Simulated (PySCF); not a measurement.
CH5Si (SMILES [CH2][SiH3]), doublet, at a GFN2-xTB geometry. Base run: CAMB3LYP/6-31G (PySCF).

The PySCF input:
```python
from pyscf import gto, scf, dft

mol = gto.M(
    atom='''
C     1.25953929   -0.13870737    0.00334369
Si   -0.57253761    0.06509637   -0.00259843
H     1.94386158    0.69052936   -0.02310633
H     1.73056295   -1.10560439    0.04418013
H    -1.14505061   -0.39688324    1.27089011
H    -0.90406222    1.47637530   -0.20062515
H    -1.16702079   -0.74352206   -1.07502292
''',
    basis='6-31g',
    spin=1,
    verbose=4,
)

mf = dft.UKS(mol)
mf.xc = 'camb3lyp'
mf.kernel()
```

Each row names what was changed in the base input (with any setting that the change needs).

```json
[
 {"change": "base", "ΔE vs base (mEh)": "0.000", "grid points": "82344", "electrons on the grid": "25.00000"},
 {"change": "grids.atom_grid = (75, 302)", "ΔE vs base (mEh)": "0.000", "grid points": "102176", "electrons on the grid": "25.00000"},
 {"change": "grids.level = 4", "ΔE vs base (mEh)": "0.000", "grid points": "136072", "electrons on the grid": "25.00000"},
 {"change": "grids.level = 0", "ΔE vs base (mEh)": "-26.460", "grid points": "5816", "electrons on the grid": "25.00824"},
 {"change": "grids.atom_grid = (50, 194)", "ΔE vs base (mEh)": "0.002", "grid points": "46304", "electrons on the grid": "25.00003"},
 {"change": "grids.atom_grid = (150, 974)", "ΔE vs base (mEh)": "0.000", "grid points": "569224", "electrons on the grid": "25.00000"},
 {"change": "grids.radi_method = gauss_chebyshev", "ΔE vs base (mEh)": "0.000", "grid points": "80352", "electrons on the grid": "25.00000"},
 {"change": "grids.prune = off", "ΔE vs base (mEh)": "0.000", "grid points": "132872", "electrons on the grid": "25.00000"},
 {"change": "grids.level = 5", "ΔE vs base (mEh)": "0.000", "grid points": "204232", "electrons on the grid": "25.00000"},
 {"change": "grids.radi_method = delley", "ΔE vs base (mEh)": "0.000", "grid points": "88584", "electrons on the grid": "25.00000"},
 {"change": "grids.prune = dft.gen_grid.sg1_prune", "ΔE vs base (mEh)": "0.001", "grid points": "34272", "electrons on the grid": "25.00005"}
]
```

Open shells are given as the SCF converged; they aren't shown to be the lowest states, and a large step between rows can be another state.
